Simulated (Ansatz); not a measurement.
`N[SiH2]BF` + H₂ → `FB[SiH3]` + NH₃ at 600 K and 1 bar (hydrogenolysis of the Si–N bond).

Computed with Ansatz on PBE0-D4/def2-TZVP structures; ΔE is electronic, products minus reactants. CCSD(T)/CBS adds triple-zeta CCSD(T) − MP2 to the extrapolated MP2 energy (def2 sets, frozen cores). This one scheme is used for every species. Each species was taken in one conformer, which may not be the lowest.

| species | CCSD(T)/CBS energy (Eh) | H − E (kJ/mol) | S (J/(mol·K)) |
| --- | --- | --- | --- |
| `N[SiH2]BF` | -471.43000 | 207.8 | 414.2 |
| H₂ | -1.17544 | 43.9 | 150.8 |
| `FB[SiH3]` | -416.08982 | 146.0 | 360.6 |
| NH₃ | -56.50880 | 112.4 | 219.5 |

H − E and S are ideal-gas, rigid-rotor, harmonic terms from PBE0-D4/def2-TZVP, for one conformer and one mirror image of each species. The MP2-based limit puts H₂ 0.8 mEh under its directly extrapolated value; such offsets cancel only in part. 1 Eh = 2625.50 kJ/mol, R = 8.31446 J/(mol·K).

**Question.** By hand: ΔE, ΔH, ΔS and ΔG.

**Answer.** ΔE = (-416.08982) + (-56.50880) − (-471.43000) − (-1.17544) = 0.00682 Eh = 17.9 kJ/mol. Δ(H − E) = 146.0 + 112.4 − 207.8 − 43.9 = 6.7, so ΔH = 24.6 kJ/mol. ΔS = 360.6 + 219.5 − 414.2 − 150.8 = 15.1 J/(mol·K). ΔG = 24.6 − 600 × (15.1)/1000 = 15.5 kJ/mol.

**Question.** By hand: the equilibrium constant, and the temperature at which ΔG would vanish if ΔH and ΔS stayed fixed.

**Answer.** log₁₀ K = −ΔG/(RT ln 10) = -1.3. ΔG = 0 at ΔH/ΔS = 1629 K, though so small a ΔS makes that figure unsure.

TΔS isn't small against ΔH here. A doubt of 5 kJ/mol in ΔE shifts log₁₀ K by 0.4 here. Other conformers and mirror images would add mixing entropy, several J/(mol·K) or more a flexible species. Modes under 60 cm⁻¹, often nearly free rotors, make the harmonic entropy too high. These are equilibria of isolated gas molecules and say nothing of rates. Largest T1 diagnostic: 0.014 (customary marks: 0.02 for closed shells, 0.045 for open ones).
